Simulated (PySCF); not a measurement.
W(S)2(NH2)(SH) (H3NS3W), SMILES [S]=[W]([SH])(=[S])[NH2], multiplicity 1. The structure is a stationary point at PBE0-D3(BJ)/def2-SVP. The spin state was assumed, not searched. The structure was generated by enumeration; whether it is a known compound was not checked. The def2 effective core potentials stand for the cores of W; spin–orbit coupling is left out. One conformer was computed; it need not be the lowest.

Problem. Give the equilibrium geometry at PBE0-D3(BJ)/def2-SVP (PySCF confirms it by a frequency run) as Cartesian coordinates in Å. (The exact figures need the calculation; the answer reports its results.)

Solution. Several could match; the one computed here: 
```xyz
8

W      0.0568     0.0474    -0.1257
S      0.8849     1.5867     1.0926
S      1.0738    -1.8105     0.0714
N      0.1104     0.6297    -1.9561
H      0.2175     1.5986    -2.2459
H      0.1491    -0.0052    -2.7504
S     -2.1347    -0.4247     0.5462
H     -2.5282     0.8698     0.6260
```
